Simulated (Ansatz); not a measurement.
K2Cl2 (the lowest singlet isomer of a short search) was relaxed with PBE0-D4 (def2-TZVP) in Ansatz in these states: neutral quintet, neutral singlet, neutral triplet. The geometries follow in no particular order.

A:

```xyz
4

K     1.5114   -0.6719   -1.0601
K    -1.5114    0.6719    1.0601
Cl   -1.3447   -0.7373   -1.4516
Cl    1.3448    0.7373    1.4516
```

B:

```xyz
4

K    -0.841    0.637   -2.526
K     0.842   -0.637    2.526
Cl    0.504   -1.128   -0.453
Cl   -0.505    1.128    0.453
```

C:

```
atom    x (Å)    y (Å)    z (Å)
  K1   2.2896   0.3873  -1.1615
  K2  -2.2896  -0.3872   1.1614
 Cl3  -1.2314  -1.5748  -2.9522
 Cl4   1.2314   1.5747   2.9523
```

Problem. Judge from the bond lengths which geometry belongs to which state (an estimate).

Solution. A is the neutral singlet (K1–K2 3.929 Å, K1–Cl3 2.884 Å, K2–Cl4 2.884 Å); B is the neutral triplet (K1–K2 5.475 Å, K1–Cl3 3.037 Å, K2–Cl4 3.037 Å); C is the neutral quintet (K1–K2 5.193 Å, K1–Cl3 4.411 Å, K2–Cl4 4.411 Å).

At PBE0-D4/def2-TZVP a singlet lies 4.22 eV below the neutral triplet. At PBE0-D4/def2-TZVP a singlet lies 10.00 eV below the neutral quintet. In the triplet, Cl3 and Cl4 lie 2.63 Å apart (atoms count from 1), so these atoms are partly bonded to each other. These are the stationary points nearest to one start from a short search; other shapes may lie lower in each state. The neutral quintet has come apart into loosely held pieces.
